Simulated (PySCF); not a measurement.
CH₃ClSSe, SMILES CS[Se]Cl.

The structure is a stationary point at B3LYP-D3(BJ)/def2-SVP. The structure was generated by enumeration, and PubChem lists no compound with its InChIKey, so it may never have been made. The values are those of a single conformer.

Two levels are set side by side: PBE/def2-TZVP (PySCF) and M06-2X/def2-TZVP (PySCF). Same geometry, gas phase. Differences are taken from unrounded values.

```csv
quantity,M06-2X
orbital gap (eV),6.57
highest occupied level (eV),-8.12
lowest empty level (eV),-1.55
dipole moment (D),2.61
mean polarisability (bohr³),72.2
```

Problem. What does PBE give, and how far is it from M06-2X? (An estimate is asked for; the answer gives what the named calculation found.)

Solution. 
| quantity | PBE | PBE minus M06-2X |
|---|---|---|
| orbital gap (eV) | 2.46 | -4.11 |
| highest occupied level (eV) | -5.75 | 2.38 |
| lowest empty level (eV) | -3.29 | -1.74 |
| dipole moment (D) | 2.61 | 0.00 |
| mean polarisability (bohr³) | 74.5 | 2.3 |

Without exact exchange PBE keeps part of each electron's self-repulsion, which lifts occupied levels and narrows the gap. PBE's more diffuse valence density responds more strongly to a field. Differences between two approximate levels are no errors against the true value.

Rough cost on one machine, each run with all the roots and properties that it gave: M06-2X against PBE about 4 times.
